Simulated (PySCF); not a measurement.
A mixed set of molecules. Theory: TDDFT PBE0/def2-SVPD, vertical, gas phase, core orbitals frozen in the response in PySCF. Geometries: GFN2-xTB; one conformer of each isolated species. Triplets are in the Tamm–Dancoff approximation. Ions are computed without counter-ions or solvent.

Task: Rank by computed lowest singlet excitation energy, lowest first.
A. `C#Cc1cc([O-])sc1C#N`
B. `C1CC1P1C=C1F`
C. `[P@@H+]1(C[C@H]1C=C)P`
D. `C=CC/C=C/OC(F)F`
E. `C=C(C=O)[C@H](C)C(F)F`
F. `C[C@@H]1C=C[C@H]1OC(F)F`
G. `C=C/C=C/COC(F)F`
H. `FC(F)(F)C#CC1CC1`

Result: A (3.37 eV), E (3.78 eV), C (4.66 eV), B (5.17 eV), G (5.74 eV), H (5.96 eV), D (6.22 eV), F (6.72 eV).

```
                 SMILES  S1 (eV)  f (S1)  LUMO (eV)  T1 (eV)  first f ≥ 0.01 (nm)    S1 mainly
    C#Cc1cc([O-])sc1C#N     3.37   0.138       2.30     2.10                  368    H→L (97%)
  C=C(C=O)[C@H](C)C(F)F     3.78   0.000      -2.01     3.23                  207    H→L (97%)
   C=C[C@@H]1C[P@@H+]1P     4.66   0.071      -6.16     3.60                  266    H→L (97%)
           FC1=CP1C1CC1     5.17   0.005      -0.26     4.18                  225    H→L (98%)
        C=C/C=C/COC(F)F     5.74   0.805      -1.39     3.16                  216    H→L (97%)
       FC(F)(F)C#CC1CC1     5.96   0.000      -0.18     5.03                  194    H→L (91%)
        C=CC/C=C/OC(F)F     6.22   0.248      -0.36     4.31                  199    H→L (91%)
C[C@@H]1C=C[C@H]1OC(F)F     6.72   0.036      -0.31     4.33                  185  H-1→L (60%)
```

H and L stand for HOMO and LUMO.
